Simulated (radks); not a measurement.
Spherical quantum dot in the effective-mass picture: electrons in a parabolic well V = omega^2 r^2 / 2 with omega = 0.0619, with a point charge +1 (a donor) at the centre, all in effective atomic units (hartree* = m*/eps^2 hartree, bohr* = eps/m* bohr), one dielectric constant everywhere. Calculated with a radial shooting solver with Libxc functionals: non-relativistic Kohn-Sham, LDA (Slater exchange, Perdew-Wang correlation), spin-polarised, spherical densities. Levels are named by radial order and angular momentum (1s, 1p, 1d, 2s, ...), and open shells are averaged over m. Results are scaled to m* = 0.404 and eps = 10.6, for which hartree* = 97.84 meV and bohr* = 1.388 nm.

N = 5, configuration 1s2 1p(up 2, down 0) 2s(up 1, down 0). This is the lowest configuration that the search found (a dilute case). Occupied and some empty levels:

| level | occupation | eigenvalue (meV) | <r> (nm) |
|---|---|---|---|
| 1s up | 1 | 45.369 | 4.133 |
| 1s down | 1 | 47.197 | 4.241 |
| 2s up | 1 | 51.360 | 10.45 |
| 1p up | 2 | 51.696 | 11.40 |
| 2s down | 0 | 53.394 | 10.74 |
| 1p down | 0 | 53.614 | 11.53 |
| 1d up | 0 | 55.015 | 12.51 |
| 1d down | 0 | 56.863 | 12.78 |
| 1f up | 0 | 58.976 | 13.49 |
| 1f down | 0 | 60.661 | 13.82 |
| 2p up | 0 | 61.674 | 12.16 |
| 2p down | 0 | 62.825 | 12.22 |
| 1g up | 0 | 63.417 | 14.42 |
| 1g down | 0 | 64.893 | 14.78 |

Energy (meV): total 66.8079, kinetic 62.748, external -129.36, Hartree 201.26, exchange-correlation -67.834.
